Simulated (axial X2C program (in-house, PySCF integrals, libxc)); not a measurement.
## Photoelectron levels of SbC⁻ by EOM-IP-CCSD

Calculated with an in-house all-electron X2C program for linear molecules (integrals from PySCF): two-component X2C with atomic mean-field Coulomb and Gaunt terms, Gaussian nuclei, basis Sb dyall-acv3z, C dyall-av3z with contracted cores.

R = 2.007 Å (1.045 times 1.921 Å, the PBE0 minimum at charge -1 for the lowest determinant).

Vertical detachment energies of SbC⁻ to the states of SbC:

| Ω of SbC | vertical detachment energy (eV) | above lowest (cm⁻¹) | ionised spinor | one-hole weight |
| --- | --- | --- | --- | --- |
| 1/2 | 2.855 | 0 | 53% C pσ, 19% Sb pσ, 9% C sσ | 0.90 |
| 3/2 | 3.143 | 2323 | 48% C pπ, 44% Sb pπ | 0.95 |
| 1/2 | 3.330 | 3832 | 59% Sb pπ, 26% C pπ, 6% C dπ | 0.95 |

This point took 30 s on 1 thread of Intel(R) Xeon(R) Processor @ 2.30GHz (shared host).

Reference electrons by ω block (each with its −ω partner): 1/2: 19, 3/2: 8, 5/2: 2. 20 electrons of SbC⁻ correlated (inner shells frozen), 94 natural virtual spinors (a truncated set); levels can be off by some tenths of an eV. Roots sought by Ω: (1/2: 4, 3/2: 3, 5/2: 1); the list ends where they run out and leaves out roots under 60 % one-particle weight. The solver can skip a root, and states that need a further excitation, which the method places far too high, are missing though they may lie low or lowest. T1 of the reference 0.037 (Lee–Taylor). Number of frozen shells: Sb 4 s, 3 p, 1 d; C 1 s. Large amplitudes in the reference (orbital relaxation or multireference character) lower the reliability.
